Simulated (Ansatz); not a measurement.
Basis-set series for `[NH2][Nb](=[O])([F])[Cl]`. The species carries charge 0 and has multiplicity 1. Nb: def2 effective core potential. The structure was optimised at the PBE0-D4/def2-TZVP level. It is one conformer, not always the lowest.

| functional | basis | functions | energy (Eh) | HOMO (eV) | LUMO (eV) |
| --- | --- | --- | --- | --- | --- |
| PBE0-D4 | def2-SVP | 101 | -747.72262 | -8.77 | -2.00 |
| PBE0-D4 | def2-TZVPP | 219 | -748.18006 | -8.84 | -2.07 |
| ωB97M-V | def2-SVP | 101 | -747.93549 | -11.03 | 0.18 |
| ωB97M-V | def2-TZVPP | 219 | -748.39793 | -11.13 | 0.08 |

(1) Give the rows for def2-QZVPP. (Estimate.)

## Answers

(1) Ansatz gave: 
```
functional       basis  functions  energy (Eh)  HOMO (eV)  LUMO (eV)
   PBE0-D4  def2-QZVPP        382   -748.20965      -8.86      -2.09
   ωB97M-V  def2-QZVPP        382   -748.42615     -11.16       0.04
```

Positive LUMOs are unbound and depend on the basis.
